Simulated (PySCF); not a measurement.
## Ionisation energy of Te³²⁺ by level of theory

Te³²⁺ [Ar] 3d2 [3d3/2^2, M_J = 2] → Te³³⁺ [Ar] 3d1 [3d3/2^1, M_J = 3/2], as a difference of total energies. Computed with PySCF 2.14 in an even-tempered Gaussian basis (16 s from 5.5 bohr⁻², ratio 2.8; 12 p from 7.2 bohr⁻², ratio 2.8; 8 d from 7.2 bohr⁻², ratio 2.8; 3 f from 23 bohr⁻², ratio 3), with the two-component X2C-1e Hamiltonian. Correlated levels: [Ne] frozen; the 74 highest virtual spinors dropped. "Screened" scales the spin-orbit matrix elements by Boettger's factors to mimic the two-electron term; Breit and QED terms are absent.

| method | ionisation energy (eV) |
| --- | --- |
| GHF (spin-free) | 1974.2 |
| GMP2 (spin-free) | 1973.9 |
| GHF (screened spin-orbit) | 1979.9 |
| GMP2 (screened spin-orbit) | 1979.7 |

Breit and QED terms and the two-electron picture change are absent.

The spin-free rows relax to the high-spin LS determinant and lack the spin-orbit shift.

The labels give the starting determinants; with spin-orbit coupling the two ends relaxed to ⟨J²⟩ = 6.10, ⟨L²⟩ = 10.62, ⟨S²⟩ = 1.60 and ⟨J²⟩ = 3.75, ⟨L²⟩ = 6.01, ⟨S²⟩ = 0.76.

For comparison: 1979 ± 4 eV (theoretical estimate listed by NIST; NIST Atomic Spectra Database, ionization energies).
